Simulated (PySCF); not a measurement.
SMILES C[C](C)(C)[Be][Cl] (C4H9BeCl), GFN2-xTB optimised geometry.

```
15

Be     0.85    -0.07     0.00
Cl     2.60    -0.07     0.00
C     -0.91    -0.06    -0.01
C     -1.51    -1.06     0.99
C     -1.49     1.32     0.35
C     -1.49    -0.43    -1.39
H     -2.60    -1.03     0.95
H     -1.21    -0.83     2.01
H     -1.21    -2.08     0.77
H     -1.18     1.63     1.35
H     -1.16     2.08    -0.35
H     -2.58     1.29     0.33
H     -1.16     0.27    -2.16
H     -1.17    -1.43    -1.70
H     -2.58    -0.41    -1.36
```

Density from PySCF 2.14.0 with CAM-B3LYP/def2-TZVP at that geometry.

Minimum of the electron density along straight lines between bonded atoms, close to the bond critical point (lines longer than 1.1 times the sum of covalent radii, or with two minima, are not listed):

```json
[
 {"bond": "Be1–Cl2", "length / Å": "1.754", "ρ at the minimum / e bohr⁻³": "0.098", "∇²ρ there / e bohr⁻⁵": "0.51", "position (fraction from the first atom)": "0.32"},
 {"bond": "Be1–C3", "length / Å": "1.766", "ρ at the minimum / e bohr⁻³": "0.093", "∇²ρ there / e bohr⁻⁵": "0.22", "position (fraction from the first atom)": "0.33"},
 {"bond": "C3–C4", "length / Å": "1.541", "ρ at the minimum / e bohr⁻³": "0.239", "∇²ρ there / e bohr⁻⁵": "-0.57", "position (fraction from the first atom)": "0.49"},
 {"bond": "C3–C5", "length / Å": "1.541", "ρ at the minimum / e bohr⁻³": "0.239", "∇²ρ there / e bohr⁻⁵": "-0.57", "position (fraction from the first atom)": "0.49"},
 {"bond": "C3–C6", "length / Å": "1.541", "ρ at the minimum / e bohr⁻³": "0.239", "∇²ρ there / e bohr⁻⁵": "-0.57", "position (fraction from the first atom)": "0.49"},
 {"bond": "C4–H7", "length / Å": "1.092", "ρ at the minimum / e bohr⁻³": "0.277", "∇²ρ there / e bohr⁻⁵": "-0.95", "position (fraction from the first atom)": "0.64"},
 {"bond": "C4–H8", "length / Å": "1.087", "ρ at the minimum / e bohr⁻³": "0.280", "∇²ρ there / e bohr⁻⁵": "-0.97", "position (fraction from the first atom)": "0.64"},
 {"bond": "C4–H9", "length / Å": "1.087", "ρ at the minimum / e bohr⁻³": "0.280", "∇²ρ there / e bohr⁻⁵": "-0.97", "position (fraction from the first atom)": "0.64"},
 {"bond": "C5–H10", "length / Å": "1.087", "ρ at the minimum / e bohr⁻³": "0.280", "∇²ρ there / e bohr⁻⁵": "-0.97", "position (fraction from the first atom)": "0.64"},
 {"bond": "C5–H11", "length / Å": "1.087", "ρ at the minimum / e bohr⁻³": "0.280", "∇²ρ there / e bohr⁻⁵": "-0.97", "position (fraction from the first atom)": "0.64"},
 {"bond": "C5–H12", "length / Å": "1.092", "ρ at the minimum / e bohr⁻³": "0.277", "∇²ρ there / e bohr⁻⁵": "-0.95", "position (fraction from the first atom)": "0.64"},
 {"bond": "C6–H13", "length / Å": "1.087", "ρ at the minimum / e bohr⁻³": "0.280", "∇²ρ there / e bohr⁻⁵": "-0.97", "position (fraction from the first atom)": "0.64"},
 {"bond": "C6–H14", "length / Å": "1.087", "ρ at the minimum / e bohr⁻³": "0.280", "∇²ρ there / e bohr⁻⁵": "-0.97", "position (fraction from the first atom)": "0.64"},
 {"bond": "C6–H15", "length / Å": "1.092", "ρ at the minimum / e bohr⁻³": "0.277", "∇²ρ there / e bohr⁻⁵": "-0.95", "position (fraction from the first atom)": "0.64"}
]
```
